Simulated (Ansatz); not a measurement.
This Ansatz (a program for electronic structure) input (CCSD(T)/def2-SV(P)) gives -288.81556 Eh with 18 basis functions. A basis named .json is the Basis Set Exchange file of that set (core-valence sets with the plain set on hydrogen).

Ansatz 0.2 input:
```yaml
crystal:
  periodic: [false, false, false]
  atoms:
    - {symbol: Si, position_ang: [0.00000000, 0.00000000, 0.00000000]}
basis:
  gaussian:
    orbitals: def2-SV_P_.json
magnetization: {spin_polarized: true, initial_magnetization: 2}
correlation: {method: ccsd_t, electrons: outside_noble_gas}
scf: {lower_state_search: full}
```

Change:
```diff
- orbitals: def2-SV_P_.json
+ orbitals: def2-TZVP
```

Problem. What does the run give now?

Solution. -288.92674 Eh (CCSD(T)/def2-TZVP, 37 functions), a change of -111.18 mEh.
